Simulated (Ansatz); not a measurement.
Reaction (SMILES): [S]=[Ge] (S-Ge) (closed-shell singlet) → Ge atom + S atom
B3LYP-D3(BJ)/def2-TZVP geometries, fixed; electronic energies without zero-point terms.

Basis-set convergence of the atomisation energy at CCSD(T) with Ansatz (a quantum-chemistry and plane-wave program). All functions are spherical. Cores are frozen (with 3d on Ga to Br). Open shells are unrestricted. No added dispersion term, no relativity. Functions are those of the species that has most. Reference: Hartree-Fock in aug-cc-pV(Q+d)Z plus the correlation part extrapolated as X^-3 from aug-cc-pV(T+d)Z and aug-cc-pV(Q+d)Z, 132.67 kcal/mol, itself unsure by roughly 0.95 kcal/mol (a third of the extrapolation step and of the last Hartree-Fock step). Deviations are taken from unrounded values.

```tsv
basis	functions	atomisation energy (kcal/mol)
pcseg-1	45	116.15
aug-pcseg-1	63	117.32
cc-pV(D+d)Z	50	116.64
aug-cc-pV(D+d)Z	68	118.82
def2-SVP	50	118.33
def2-SVPD	65	118.97
pcseg-2	77	124.96
aug-pcseg-2	109	126.20
cc-pV(T+d)Z	82	125.20
aug-cc-pV(T+d)Z	114	126.31
def2-TZVP	85	125.61
def2-TZVPD	100	126.41
def2-TZVPP	90	125.82
def2-TZVPPD	105	126.60
cc-pV(Q+d)Z	132	129.49
aug-cc-pV(Q+d)Z	182	130.10
pcseg-3	132	129.10
aug-pcseg-3	182	129.52
def2-QZVPP	159	129.59
def2-QZVPPD	174	129.68
```

What the diffuse functions change, pair by pair:
- pcseg-1 to aug-pcseg-1: 18 more functions, deviation -16.51 to -15.34 kcal/mol
- cc-pV(D+d)Z to aug-cc-pV(D+d)Z: 18 more functions, deviation -16.02 to -13.85 kcal/mol
- def2-SVP to def2-SVPD: 15 more functions, deviation -14.34 to -13.69 kcal/mol
- pcseg-2 to aug-pcseg-2: 32 more functions, deviation -7.71 to -6.47 kcal/mol
- cc-pV(T+d)Z to aug-cc-pV(T+d)Z: 32 more functions, deviation -7.47 to -6.35 kcal/mol
- def2-TZVP to def2-TZVPD: 15 more functions, deviation -7.06 to -6.26 kcal/mol
- def2-TZVPP to def2-TZVPPD: 15 more functions, deviation -6.85 to -6.07 kcal/mol
- cc-pV(Q+d)Z to aug-cc-pV(Q+d)Z: 50 more functions, deviation -3.18 to -2.56 kcal/mol
- pcseg-3 to aug-pcseg-3: 50 more functions, deviation -3.57 to -3.15 kcal/mol
- def2-QZVPP to def2-QZVPPD: 15 more functions, deviation -3.08 to -2.99 kcal/mol

Leaving out the reference's own pair, they bring the value nearer the reference by more than 0.95 kcal/mol in 4 of 9 pairs.
